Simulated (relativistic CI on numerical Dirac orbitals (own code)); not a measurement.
## Fe2+ in a cubic cluster: 2p photoemission with charge transfer

Computed with a charge-transfer multiplet model of a cubic metal-ligand cluster with up to 2 ligand holes, Slater and spin-orbit integrals from Dirac-Coulomb-Breit ions, Slater integrals scaled by 0.8. The ground state mixes d6 with configurations of k ligand holes L, whose averages lie at kΔ + k(k − 1)U_dd/2; a core hole lowers each added d electron by U_cd. 300 K, Lorentzian 0.6 eV and Gaussian 0.8 eV FWHM.

Atomic integrals in eV (Slater integrals scaled, ζ unscaled), ground: F2dd 8.723, F4dd 5.416, zeta_d 0.049; with the core hole: F2dd 10.208, F4dd 6.385, zeta_d 0.075, zeta_core 8.130, F2cd 5.984, G1cd 4.514, G3cd 2.566.

Cluster parameters (eV): U_dd = 7.5, U_cd = 9.3, 10Dq = 0.45, 10Dq(ligand) = 0.6, V(eg) = 1.55, V(t2g) = -0.75, final-state hopping factor = 0.8.

```csv
Case,n_d,d6,d7L,d8L2,S
Δ = 0.2 eV,6.43,0.59,0.39,0.02,2.00
Δ = 1.2 eV,6.32,0.69,0.30,0.01,2.00
Δ = 3.2 eV,6.18,0.83,0.17,0.00,2.00
```

Weights, n_d and S are thermal averages at 300 K. Binding energies count from the first peak over 30 % of the highest in each spectrum, which can be another peak from case to case. The parameters are a model scan and need not match a compound or its usual spin state. Peaks in eV (height, largest 100):
- Δ = 0.2 eV: 0.0 (100), 1.4 (98), 5.1 (70), 10.2 (85), 11.6 (93), 13.7 (98), 17.9 (46), 20.1 (25), 24.9 (53), 28.0 (10)
- Δ = 1.2 eV: 0.0 (87), 1.4 (88), 4.1 (50), 5.8 (61), 9.1 (97), 10.4 (100), 12.0 (50), 14.3 (87), 18.2 (35), 23.7 (57), 26.8 (11)
- Δ = 3.2 eV: 0.0 (63), 1.5 (71), 6.5 (100), 8.3 (79), 14.1 (54), 19.3 (37), 21.3 (51)

Curve for Δ = 1.2 eV (points under 2 left out, the grid thinned):

```
E (eV)  Intensity
  -3.9        2.0
  -3.2        2.7
  -2.4        4.3
  -1.7        8.0
  -0.9       29.8
  -0.2       82.5
   0.6       78.6
   1.3       87.8
   2.0       76.5
   2.8       52.0
   3.5       48.1
   4.3       50.4
   5.0       54.9
   5.8       60.5
   6.5       55.5
   7.2       41.0
   8.0       41.1
   8.7       83.5
   9.5       90.4
  10.2       98.1
  11.0       68.9
  11.7       48.0
  12.5       45.3
  13.2       55.0
  13.9       82.1
  14.7       78.9
  15.4       46.3
  16.2       25.7
  16.9       25.3
  17.7       31.7
  18.4       33.7
  19.1       25.2
  19.9       22.0
  20.6       21.1
  21.4       16.6
  22.1       22.8
  22.9       51.1
  23.6       57.0
  24.3       45.0
  25.1       32.3
  25.8       14.6
  26.6       10.4
  27.3        9.0
  28.1        4.2
  28.8        2.1
```

For the case Δ = 3.2 eV, Δ = 3.2 eV is smaller than U_dd = 7.5 eV, the charge-transfer side of the Zaanen-Sawatzky-Allen scheme. With the core hole the configuration with one ligand hole lies at Δ − U_cd = -9.1, -8.1, -6.1 eV from the one without, in the order of the table; where this is negative the screened configuration lies lower.

With at most 2 ligand holes the space is cut while the next configuration still counts, so covalency is underestimated, and a final configuration with one more ligand hole, which can lie low, is missing from the spectra.
